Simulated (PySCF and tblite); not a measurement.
The numbers below are computed, except where a source is named.
C8H12F2, numbered as in [CH3:1][C:2]1=[C:3]([F:4])[CH2:5][C@@H:6]([CH3:7])[C@@H:8]([F:9])[CH2:10]1.

Search: ETKDG and KDG, MMFF94s, GFN2-xTB, 60 starts; geometries at GFN2-xTB. Weights use PBE0-D3(BJ)/6-31G* energies plus GFN2-xTB zero-point and thermal terms (modes under about 100 cm⁻¹ blended into free rotors). Symmetry numbers and mirror images are counted. Conformers within 3 kcal/mol (GFN2-xTB free energy) were kept, 10 at most. Programs: PySCF with density fitting and tblite.

Rotational constants are equilibrium values for the commonest isotopes; dipoles come from the energy level named.

The 6-ring runs over atoms 2–3–5–6–8–10.

```tsv
conformer	shape	symmetry
1	6-ring half-chair (ring torsions 19, -48, 62, -43, 12, 0°)	C1
2	6-ring half-chair (ring torsions -18, 47, -64, 47, -14, 0°)	C1
```

Task: Give the rotational constants and dipole components, as needed to look for these species in a jet-cooled rotational spectrum.

Result: 
```tsv
conformer	A (MHz)	B (MHz)	C (MHz)	abs μa (D)	abs μb (D)	abs μc (D)	κ	Ic−Ia−Ib (u Å²)
1	2014	1046	802	0.85	0.66	1.72	-0.60	-103.9
2	1987	1032	800	0.14	0.11	0.12	-0.61	-111.8
```

Task: Which type of transition is strongest for conformer 1?

Result: c-type, since that component is clearly the largest; the top is asymmetric (κ = -0.60).


Conformer gaps in 6-31G* on xTB geometries can be 2 kcal/mol off for S=O, P=O and other polar bonds.